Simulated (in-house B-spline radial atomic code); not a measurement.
# Two electrons outside the [Kr] 4d10 core: Ho XX (Ho19+)

Computed with an all-electron radial atomic-structure program (B-spline basis): configuration interaction (CI) of the two valence electrons in the field of the frozen Dirac-Fock core, alone and with many-body perturbation theory for the core (screened one- and two-electron correlation potentials), Breit and QED terms; no-pair Dirac Hamiltonian, finite nucleus. Labels give the configuration (outer n counted up each series) and the leading LS term, or the jj pair where no LS term holds 70 %.

Command:
```bash
python run_mb.py task.json out
```
Settings (nuclear radius in fm, box in bohr, cutoff in hartree):
```
basis_form          3
Z                   67
core_configuration  [Kr] 4d10
rms_radius          5.2022
mass_number         165
speed_of_light      137.036
box_radius          4.286
lmax                6
intervals           58
virtual_cutoff      8978.0
```

Cost of the run: 2 min on 1 thread of Arm Neoverse V1, on a shared host.

Excitation energies (eV):

| level | purity of the LS term | CI alone | CI + MBPT + Breit + QED |
| --- | --- | --- | --- |
| 4f2 3H4 | 0.923 | 0 | 0 |
| 4f2 3H5 | 1.0 | 1.3703 | 1.3645 |
| 4f2 3F2 | 0.929 | 1.6953 | 1.5994 |
| 4f2 3F3 | 1.0 | ? | ? |
| 4f2 (5/2,7/2)4 | 0.482 (3F) | 2.6075 | 2.6061 |
| 4f2 3H6 | 0.983 | 2.6673 | 2.6401 |
| 4f2 (7/2,7/2)4 | 0.513 (3F) | 4.2959 | 4.3006 |
| 4f2 1D2 | 0.725 | 5.9935 | 5.6629 |
| 4f2 3P0 | 0.966 | 6.9272 | 6.5198 |
| 4f2 1I6 | 0.983 | 7.4131 | 7.0016 |
| 4f2 3P1 | 1.0 | 7.4437 | 7.0413 |
| 4f2 3P2 | 0.786 | 8.3446 | 7.9459 |
| 4f2 1S0 | 0.966 | 15.321 | 15.185 |
| 4f5s 3F°2 | 1.0 | 40.222 | 43.771 |
| 4f5s 3F°3 | 0.798 | 40.501 | 44.065 |
| 4f5s 3F°4 | 1.0 | ? | ? |
| 4f5s 1F°3 | 0.798 | 42.519 | 46.103 |
| 4f5p (5/2,1/2)3 | 0.68 (3G) | 72.338 | 75.974 |
| 4f5p (5/2,1/2)2 | 0.562 (3F) | 72.948 | 76.604 |
| 4f5p (7/2,1/2)3 | 0.443 (3D) | 74.262 | 77.855 |
| 4f5p (7/2,1/2)4 | 0.42 (3G) | 74.542 | 78.214 |
| 4f5p (5/2,3/2)3 | 0.387 (3F) | 85.094 | 88.903 |
| 4f5p (5/2,3/2)2 | 0.449 (3D) | 86.241 | 90.029 |
| 4f5p (5/2,3/2)4 | 0.531 (3G) | 86.253 | 90.068 |
| 4f5p 3D1 | 1.0 | 87.323 | 91.056 |
| 4f5p (7/2,3/2)3 | 0.532 (3D) | 87.552 | 91.29 |
| 4f5p (7/2,3/2)4 | 0.696 (1G) | 87.786 | 91.691 |
| 4f5p 3G5 | 1.0 | 87.91 | 91.705 |
| 5s2 1S0 | 1.0 | 87.319 | 93.263 |
| 4f5p (7/2,3/2)2 | 0.608 (1D) | 89.496 | 93.291 |

Question: Where does 4f2 3F3 lie?

Answer: 2.6551 eV in CI alone and 2.5755 eV with all corrections.

Question: Where does 4f5s 3F°4 lie?

Answer: 41.886 eV in CI alone and 45.422 eV with all corrections.

Question: What is the first ionisation energy?

Answer: 476.09 eV to the 4f5/2 state of the next ion (469.74 eV from CI alone). NIST lists 475 ± 24 eV (tabulated theory).

Some electric-dipole lines (reduced elements in atomic units, length form; vacuum wavelengths from the computed energies):

```csv
upper,lower,D bare (size),D with core polarisation (size),λ (nm),A (s⁻¹)
4f5s 3F°2,4f2 3F2,0.0029,0.00314,29.4,1.6e+05
4f5s 3F°3,4f2 3H4,0.000597,0.000754,28.136,7.4e+03
4f5s 3F°3,4f2 3F2,0.00167,0.00174,29.196,3.5e+04
4f5s 1F°3,4f2 3H4,0.00173,0.00192,26.893,5.5e+04
```

Weak lines are less accurate than strong ones.
